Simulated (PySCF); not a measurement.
PBE on H⁻ (hydrogen, charge -1), 1s2, closed-shell 1S. All numbers are calculated (PySCF 2.14, scalar relativity by spin-free X2C-1e, in x2c-QZVPPall with one added diffuse shell each of s, p, d type (5s4p3d1f, 39 functions)).

```
cycle= 1 E= -0.524890690097505  delta_E= -0.00145  |g|= 0.00909  |ddm|= 0.238
cycle= 2 E= -0.524574656910582  delta_E= 0.000316  |g|= 0.0158  |ddm|= 0.0955
cycle= 3 E= -0.525031968156512  delta_E= -0.000457  |g|= 0.000418  |ddm|= 0.0656
cycle= 4 E= -0.525032271831571  delta_E= -3.04e-07  |g|= 2.86e-05  |ddm|= 0.00164
cycle= 5 E= -0.525032273266902  delta_E= -1.44e-09  |g|= 6.72e-08  |ddm|= 0.000104
cycle= 6 E= -0.52503227326691  delta_E= -7.77e-15  |g|= 1.85e-09  |ddm|= 2.28e-07
converged SCF energy = -0.52503227326691  <S^2> = -2.220446e-15  2S+1 = 1
```

Highest occupied orbital energy: 1.822 eV; ⟨L²⟩ = 0.00; populations by l: s 2.00, p 0.00, d 0.00, f 0.00.

**Question.** Can this result be used?

**Answer.** With care. The run converged. At PBE the highest occupied level has a positive energy, so only the finite basis holds that electron; in a semilocal or global hybrid functional this comes from self-interaction and does not mean that the real anion is unbound.
